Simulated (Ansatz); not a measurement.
Compare A (`[SiH3]C1CC1`) with its isomer B (`C=C(C)[SiH3]`).

Program: Ansatz. Geometries: PBE0-D4/def2-TZVP. ΔE: electronic, gas phase. CCSD(T)/CBS adds triple-zeta CCSD(T) − MP2 to the extrapolated MP2 energy (def2 sets, frozen cores). DFT in def2-TZVPP. B3LYP here is the variant with VWN-RPA as its local correlation; programs differ in this.

(1) Which isomer does CCSD(T)/CBS put lower? Give the gap. (An estimate is asked.)

(2) Give E(B) − E(A) in kJ/mol with B2PLYP, HF/def2-TZVPP, PBE0-D4, MP2/def2-TZVPP, CCSD(T)/def2-SVP, B3LYP, CCSD(T)/def2-TZVPP. (An estimate is asked.)

(3) Does the order hold for the free energy at 298.15 K (harmonic terms from PBE0-D4)? (An estimate is asked.)

Largest T1 diagnostic: 0.011.

Results:

(1) Computed: B, by 27.5 kJ/mol.

(2) Computed: B2PLYP -29.5, HF/def2-TZVPP -35.7, PBE0-D4 -12.2, MP2/def2-TZVPP -15.9, CCSD(T)/def2-SVP -23.5, B3LYP -33.5, CCSD(T)/def2-TZVPP -26.6. None reverses the order clearly.

(3) The calculation gave: Yes: G(B) − G(A) = -33.9 kJ/mol.

Leaving LDA and LC-ωPBE aside and taking each functional with its dispersion term where it has one, the values, not all of them listed here, spread over 34.1 kJ/mol, from BLYP-D4 to PBE-QIDH. LDA lies +13.6 kJ/mol from PBE without D4. From PBE to PBE0 (25 % exact exchange), in def2-TZVPP and without D4, E(B) − E(A) moves by +7.2 kJ/mol.
